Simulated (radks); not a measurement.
Results of a calculation; reference values are marked as such.
Rb, 37 electrons, occupied as [Kr] 5s1 (the NIST ground configuration).

Code: a radial shooting solver on a logarithmic mesh with Libxc functionals. Model: Dirac Kohn-Sham, BLYP, spin-unpolarised, spherical densities, finite nucleus; Fermi nuclear charge, rms radius 4.2036 fm.

Energy parts (eV):
| part | energy |
|---|---|
| total | -81141.403 |
| kinetic | 83455.423 |
| electron-nucleus | -195906.570 |
| Hartree | 34065.436 |
| exchange-correlation | -2755.692 |

Orbitals (lengths in bohr, moments of r in powers of bohr; <r^-3> diverges for s and p1/2):
orbital  occ.  eigenvalue (eV)       <r^4>  <r^-3>   <1/r>      <r>  small-component weight
1s1/2       2        -15030.87  0.00001234       -   37.88  0.04029                1.81e-02
2s1/2       2        -2007.342    0.002398       -   8.502   0.1776                3.61e-03
2p1/2       2        -1820.938    0.001631       -   8.474   0.1522                3.61e-03
2p3/2       4        -1760.111    0.001781    1566   8.162   0.1563                3.51e-03
3s1/2       2        -297.4005      0.1417       -   2.823   0.5106                8.97e-04
3p1/2       2        -230.6442      0.1574       -   2.711   0.5118                8.45e-04
3p3/2       4        -221.5037      0.1703   237.8   2.636   0.5223                8.20e-04
3d3/2       4        -104.6257      0.2351   31.74   2.402   0.5233                7.02e-04
3d5/2       6        -103.0743      0.2418   30.58   2.382   0.5271                6.95e-04
4s1/2       2         -31.6478       9.247       -  0.9246    1.454                1.57e-04
4p1/2       2         -16.3031       19.75       -  0.7826    1.704                1.16e-04
4p3/2       4         -15.4168       21.79   23.06  0.7624    1.744                1.11e-04
5s1/2       1          -2.1662        1601       -  0.2459    5.166                1.27e-05
5p1/2       0          -0.6633        9286       -  0.1622    7.796                5.41e-06
5p3/2       0          -0.6336       10100  0.7788  0.1587    7.963                5.22e-06

The highest occupied level is 5s1/2 at -2.166 eV. Summed over all electrons, <r^2> = 62.72 bohr^2, which gives a Langevin (diamagnetic) susceptibility term of -49.7 x 10^-6 cm^3/mol. The electron density at the nucleus is 5.496e+04 e/bohr^3. The density falls to 0.001 e/bohr^3 at r = 4.54 bohr. For comparison, the ionisation energy in NIST's Atomic Spectra Database is 4.177 eV (measured). In exact Kohn-Sham theory the highest level is minus the ionisation energy, but local and semilocal functionals leave it too shallow, through self-interaction and a potential that decays too fast; potentials with the right tail come closer.

Beside tabulated values, note that spin-unpolarised runs miss the spin-polarisation part of the exchange energy of open shells.
